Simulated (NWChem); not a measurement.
System: hydrogen telluride (H2Te); SMILES [TeH2]

Output (shortened):

```
             Northwest Computational Chemistry Package (NWChem) 7.3.0
             --------------------------------------------------------

 C2V symmetry detected

                             Geometry "geometry" -> ""
                             -------------------------

 Output coordinates in angstroms (scale by  1.889725989 to convert to a.u.)

  No.       Tag          Charge          X              Y              Z
 ---- ---------------- ---------- -------------- -------------- --------------
    1 Te                  52.0000     0.00000000     0.00000000     0.04344970
    2 H                    1.0000     1.17849100     0.00000000    -1.12969230
    3 H                    1.0000    -1.17849100     0.00000000    -1.12969230

 Effective nuclear repulsion energy (a.u.)      33.3207680772

      Symmetry information
      --------------------

 Group name             C2v
 Group number             16
 Group order               4
 No. of unique centers     2

                                 NWChem DFT Module
                                 -----------------

 Summary of "ao basis" -> "ao basis" (spherical)
 ------------------------------------------------------------------------------
       Tag                 Description            Shells   Functions and Types
 ---------------- ------------------------------  ------  ---------------------
 Te                        def2-svpd                13       35   5s5p3d
 H                         def2-svpd                 4        8   2s2p

      Symmetry analysis of basis
      --------------------------

        a1         22
        a2          5
        b1         14
        b2         10

            General Information
            -------------------
          SCF calculation type: DFT
          Wavefunction type:  closed shell.
          No. of atoms     :     3
          No. of electrons :    26
           Alpha electrons :    13
            Beta electrons :    13
          Charge           :     0
          Spin multiplicity:     1
          Use of symmetry is: on ; symmetry adaption is: on
          Maximum number of iterations: 150
          AO basis - number of functions:    51
                     number of shells:    21
          Convergence on energy requested:  1.00D-06
          Convergence on density requested:  1.00D-05
          Convergence on gradient requested:  5.00D-04

              XC Information
              --------------
                     Hartree-Fock (Exact) Exchange  1.000
                   CAM-Becke88 Exchange Functional  1.000
                      VWN V Correlation Functional  0.190 local
              Lee-Yang-Parr Correlation Functional  0.810

           Range-Separation Parameters
           ---------------------------
           Alpha           :  0.19
           Beta            :  0.46
           Gamma           :  0.33
           Short-Range HF  :     F

             Grid Information
             ----------------
          Grid used for XC integration:  medium
          Radial quadrature: Mura-Knowles
          Angular quadrature: Lebedev.
          Tag              B.-S. Rad. Rad. Pts. Rad. Cut. Ang. Pts.
          ---              ---------- --------- --------- ---------
          Te                  1.40      123          10.0       590
          H                   0.35       45           9.0       434
          Grid pruning is: on
          Number of quadrature shells:   168
          Spatial weights used:  Erf1

      Superposition of Atomic Density Guess
      -------------------------------------

 Sum of atomic energies:        -312.22018765

      Non-variational initial energy
      ------------------------------

 Total energy =    -268.013810
 1-e energy   =    -498.297589
 2-e energy   =     214.784071
 HOMO         =      -0.258541
 LUMO         =       0.021101

      Symmetry analysis of molecular orbitals - initial
      -------------------------------------------------

  Numbering of irreducible representations:

     1 a1          2 a2          3 b1          4 b2

  Orbital symmetries:

     1 a1          2 b1          3 a1          4 b2          5 b1
     6 a1          7 a1          8 a2          9 b2         10 a1
    11 b1         12 a1         13 b2         14 b1         15 a1
    16 a1         17 b1         18 b2         19 a1         20 a1
    21 a2         22 b2         23 a1

   convergence    iter        energy       DeltaE   RMS-Dens  Diis-err
 ---------------- ----- ----------------- --------- --------- ---------
 d= 0,ls=0.0,diis     1   -269.1786262243 -2.85D+02  9.79D-03  8.22D-02
 d= 0,ls=0.0,diis     2   -269.1924449023 -1.38D-02  2.18D-03  1.00D-02
 d= 0,ls=0.0,diis     3   -269.1942582281 -1.81D-03  6.24D-04  7.69D-04
 d= 0,ls=0.0,diis     4   -269.1944254617 -1.67D-04  1.91D-04  3.41D-05
 d= 0,ls=0.0,diis     5   -269.1944308020 -5.34D-06  3.98D-05  2.35D-06
 d= 0,ls=0.0,diis     6   -269.1944313328 -5.31D-07  8.86D-06  2.99D-08

         Total DFT energy =     -269.194431332788
      One electron energy =     -499.047258009840
           Coulomb energy =      235.809876985216
    Exchange-Corr. energy =      -21.456758907070
 Nuclear repulsion energy =       15.499708598905

 Numeric. integr. density =       26.000028251416

                  Occupations of the irreducible representations
                  ----------------------------------------------

                     irrep           alpha         beta
                     --------     --------     --------
                     a1                6.0          6.0
                     a2                1.0          1.0
                     b1                3.0          3.0
                     b2                3.0          3.0

                       DFT Final Molecular Orbital Analysis
                       ------------------------------------

[...]
```

Level: CAM-B3LYP/def2-SVPD with def2 effective core potentials on Te, vertical spin-unrestricted ions. All runs use the structure optimised with PBE0/def2-SVP. def2 effective core potentials on Te; no spin-orbit coupling.

**Question.** Which NWChem input produces such a log?

**Answer.** Several could match; the one computed here: the input that was run:
```
start job
memory heap 200 mb stack 900 mb global 1100 mb
geometry units angstroms noautoz
  Te     0.000000     0.000000     0.037872
  H      0.000000    -1.178491    -1.135270
  H      0.000000     1.178491    -1.135270
end
basis spherical
  * library def2-svpd
end
ecp
  Te library def2-ecp
end
dft
  xc xcamb88 1.00 lyp 0.81 vwn_5 0.19 hfexch 1.00
  cam 0.33 cam_alpha 0.19 cam_beta 0.46
  iterations 150
  vectors input atomic output neutral.movecs
end
task dft energy
charge 1
dft
  odft
  mult 2
  vectors input atomic output cation.movecs
end
task dft energy
charge -1
dft
  odft
  mult 2
  vectors input atomic output anion.movecs
end
task dft energy
```
